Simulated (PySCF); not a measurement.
A GIAO shielding run with PySCF 2.14 (density fitting, non-relativistic, gas phase) on SMILES C[C@@H](C[SiH](F)F)C(F)(F)F, C4H7F5Si:

```
$ OMP_NUM_THREADS=1 python probes_run.py task.json out

{"job": {"kind": "nmr", "xc": "PBE0", "basis": "pcSseg-1"}, "charge": 0, "multiplicity": 1}
C     -1.624081    -1.212431    -0.275234
C     -0.486549    -0.356619     0.281385
C      0.678030    -0.254900    -0.708790
Si     2.255832     0.539602    -0.018071
F      2.488094    -0.064929     1.444414
F      3.477712    -0.089526    -0.839282
C     -1.023000     1.029321     0.598609
F     -1.413798     1.698077    -0.497781
F     -2.081851     0.996830     1.419646
F     -0.108005     1.811227     1.201974
H     -1.991271    -0.791307    -1.208932
H     -2.448556    -1.264411     0.431767
H     -1.266589    -2.220750    -0.463712
H     -0.137659    -0.774732     1.231046
H      0.333001     0.269896    -1.601297
H      0.925492    -1.271006    -1.028130
H      2.416200     1.967688     0.022479
```

Hardware: 1 thread of an Arm Neoverse V1, shared host. The job also computes population analyses, field gradients.

Task: How large is the calculation?

Result: 90 electrons, 212 basis functions and 1124 auxiliary functions.

Task: How long does it take, and how much memory does it need?

Result: 62 s of wall time, with 12 SCF cycles and 4 response iterations; peak memory 0.95 GiB. Times on a shared host scatter by some tens of per cent.
